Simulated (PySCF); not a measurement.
Electron correlation in Kr+ (krypton, charge +1)

[Ar] 3d10 4s2 4p5, 2P determinant. All numbers are calculated (PySCF 2.14, a scalar-relativistic core potential, in aug-cc-pVTZ-PP with one added diffuse shell each of s, d, f type with ECP10MDF (7s5p5d3f, 68 functions)). Frozen: 3s2 3p6 3d10; 7 electrons correlated.

```
  level  correlation energy (mhartree)
   CCSD                        -161.10
    (T)                          -4.31
CCSD(T)                        -165.41
```

Diagnostics: T1 = 0.0056, D1 = 0.0188, largest double amplitude 0.032.

Cost of the coupled-cluster step: about 2.5 core-seconds, for 7 correlated electrons.

Iterations:

```
CC2 = 0
CCSD nocc = (np.int64(4), np.int64(3)), nmo = (59, 59)
frozen orbitals [[0, 1, 2, 3, 4, 5, 6, 7, 8], [0, 1, 2, 3, 4, 5, 6, 7, 8]]
max_cycle = 100
direct = 0
conv_tol = 1e-08
conv_tol_normt = 1e-06
diis_space = 8
diis_start_cycle = 0
Init t2, MP2 energy = -0.141442367556509
Init E_corr(UCCSD) = -0.141442367556939
cycle = 1  E_corr(UCCSD) = -0.156930097594285  dE = -0.01548773  norm(t1,t2) = 0.0338837
cycle = 2  E_corr(UCCSD) = -0.159944718150051  dE = -0.00301462056  norm(t1,t2) = 0.010327
cycle = 3  E_corr(UCCSD) = -0.161149380523207  dE = -0.00120466237  norm(t1,t2) = 0.00396872
cycle = 4  E_corr(UCCSD) = -0.161105907285517  dE = 4.34732377e-05  norm(t1,t2) = 0.000473844
cycle = 5  E_corr(UCCSD) = -0.161101930321938  dE = 3.97696358e-06  norm(t1,t2) = 8.4317e-05
cycle = 6  E_corr(UCCSD) = -0.16110339227513  dE = -1.46195319e-06  norm(t1,t2) = 2.58048e-05
cycle = 7  E_corr(UCCSD) = -0.161103450097824  dE = -5.78226934e-08  norm(t1,t2) = 5.24293e-06
cycle = 8  E_corr(UCCSD) = -0.16110342155679  dE = 2.85410335e-08  norm(t1,t2) = 1.3873e-06
cycle = 9  E_corr(UCCSD) = -0.161103421467394  dE = 8.93968233e-11  norm(t1,t2) = 4.28049e-07
UCCSD converged
E(UCCSD) = -461.8795144266519  E_corr = -0.1611034214673936
UCCSD(T) correction = -0.00431293895163277
```
